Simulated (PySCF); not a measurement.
The vertical singlet excitations below were computed for one of the candidates. Computed with PySCF 2.14.0, density-fitted response routines, TDDFT wB97X-D/def2-SVPD, vertical, gas phase, core orbitals frozen in the response. Geometries: PBE0-D3(BJ)/def2-SVP, one conformer each. Relativistic effects are left out although some hold elements past zinc.

```
state  E (eV)       f
   S1    6.02  0.0084
   S2    6.68   0.012
   S3    6.87   0.214
   S4    6.95   0.180
   S5    7.01   0.042
   S6    7.28   0.072
```

Task: Which structure fits?
A. `BN([SiH3])[SiH3]`
B. `C[SiH2]C#N`
C. `[GeH2]([SiH3])[GeH2][NH2]`

Result: C. Its S1, at 6.02 eV, is the lowest among the candidates; the nearest of the others has S1 at 6.55 eV. S1 is HOMO→LUMO (77%). Löwdin shares by element: HOMO germanium 36%, nitrogen 33%, hydrogen 11% or more (atoms not listed hold the other 20%); LUMO germanium 45%, silicon 13%, hydrogen 7% or more (atoms not listed hold the other 35%). At the same level the other candidates give, for their lowest levels:
- `BN([SiH3])[SiH3]`: 6.55 eV (f 0.000); 7.32 eV (f 0.000); 7.44 eV (f 0.194); 7.82 eV (f 0.005); 8.08 eV (f 0.008); T1 6.04 eV; HOMO -10.32, LUMO 1.45 eV
- `C[SiH2]C#N`: 7.04 eV (f 0.000); 7.38 eV (f 0.002); 7.38 eV (f 0.008); 8.26 eV (f 0.002); 8.30 eV (f 0.005); T1 5.88 eV; HOMO -11.44, LUMO 1.17 eV

Shape of the structure used: `[NH2:1][GeH2:2][GeH2:3][SiH3:4]`: N1–Ge2–Ge3–Si4 24°, H–N1–Ge2–Ge3 62°, H–N1–Ge2–Ge3 -173°.
Triplets come from the Tamm–Dancoff approximation.
